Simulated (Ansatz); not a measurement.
Born–Oppenheimer molecular dynamics of AlH5OSi2 (9 atoms, charge 0, multiplicity 1). It starts from a relaxed structure.

Theory: RHF/def2-SVP in Ansatz 0.2.0.

```
ensemble        : NVT, Nosé–Hoover chain
time step       : 1 fs
steps asked     : 150
set temperature : 700 K
thermostat      : time constant 20 fs, chain length 1
seed            : 750739
```

First frame:

```xyz
9
Properties=species:S:1:pos:R:3
Si -0.720 0.970 -1.273
Si 0.138 -0.840 -0.019
O 1.592 -0.521 0.800
Al 0.657 -0.838 2.216
H -2.102 0.648 -1.712
H -0.762 2.190 -0.428
H 0.106 1.252 -2.475
H 0.185 -2.055 -0.871
H 0.994 -0.852 3.745
```

(1) How far do the bonds stretch over the last three quarters of this one trajectory? (Pairs bonded in most of those frames.)

Results:

(1) 
```tsv
bond	mean (Å)	spread (Å)	shortest	longest
Si1–Si2	2.371	0.104	2.17	2.52
Si1–H5	1.487	0.015	1.46	1.53
Si1–H6	1.512	0.105	1.32	1.70
Si1–H7	1.491	0.029	1.44	1.56
Si2–O3	1.724	0.049	1.67	1.83
Si2–Al4	2.299	0.055	2.19	2.38
Si2–H8	1.499	0.054	1.41	1.60
O3–Al4	1.719	0.062	1.59	1.83
Al4–H9	1.567	0.034	1.51	1.62
```

Mean temperature of the second half: 579 K. The conserved energy stayed within 2.9 meV per atom of its start (net change 0.62 meV per atom), so the integration is sound. The mean temperature of the second half is 17 % below the set value. A run of 0.15 ps of so small a system gives no equilibrium averages.

Run time: 2.9 min on 1 thread of Arm Neoverse V2 (shared host), peak memory 0.16 GiB.
